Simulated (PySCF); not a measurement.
Compound: 1,2,4,5-tetrafluorobenzene, C6H2F4.
Numbering: `[F:1][c:2]1[cH:3][c:4]([F:5])[c:6]([F:7])[cH:8][c:9]1[F:10]` (hydrogens: H11 on C3; H12 on C8)

Computed geometry: GFN2-xTB, gas phase.

Task: List the bond lengths and angles at this level.

Result: 
```
                  bond  length (pm)     order
F1–C2 and 3 like bonds        133.7    single
C2–C3 and 3 like bonds        138.4  aromatic
          C2–C9, C4–C6        139.2  aromatic
        C3–H11, C8–H12        107.8    single
```

Bonds in one row agree within 1 pm and their mean is given. Orders are formal, as drawn. A selection of angles:
```
    angle  degrees
 F1–C2–C3    119.3
 F1–C2–C9    120.3
 C3–C2–C9    120.4
 C2–C3–C4    119.3
C2–C3–H11    120.3
```

All 4 C–F bonds measure 1.337 Å. The 10 heavy atoms lie in one plane (0.002 Å rms). The 6-membered ring C2–C3–C4–C6–C8–C9 has internal angles of 119.3° to 120.4° (sum 720°, against 720° for a flat polygon); it is planar, 0.00 Å rms from its mean plane, widest ring torsion 0°.

Point group: D2h (tolerance 0.08 Å). No frequency check.
